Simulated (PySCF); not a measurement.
CH6O2Si2, SMILES O=C([SiH3])[SiH2]O.

Geometry optimised at B3LYP-D3(BJ)/def2-SVP. The geometry has at least one imaginary mode, so it is a saddle point at that level. This is a generated structure with no PubChem entry under its InChIKey; it may be hypothetical. One conformer was computed; it need not be the lowest.

Calculation: HF/def2-TZVP (PySCF).

Symmetry labels are those of the subgroup Cs that the program uses (full group Cs).

### Question
List the valence orbital energies around the gap with their symmetry. (An estimate is asked for; the answer gives what the named calculation found.)

### Answer

```csv
orbital,symmetry,energy (eV)
HOMO−7,A",-15.49
HOMO−6,A',-15.42
HOMO−5,A',-14.97
HOMO−4,A",-14.58
HOMO−3,A',-13.63
HOMO−2,A",-13.55
HOMO−1,A",-12.73
HOMO,A',-10.16
LUMO,A",1.99
LUMO+1,A',2.67
LUMO+2,A',3.01
LUMO+3,A',3.82
```
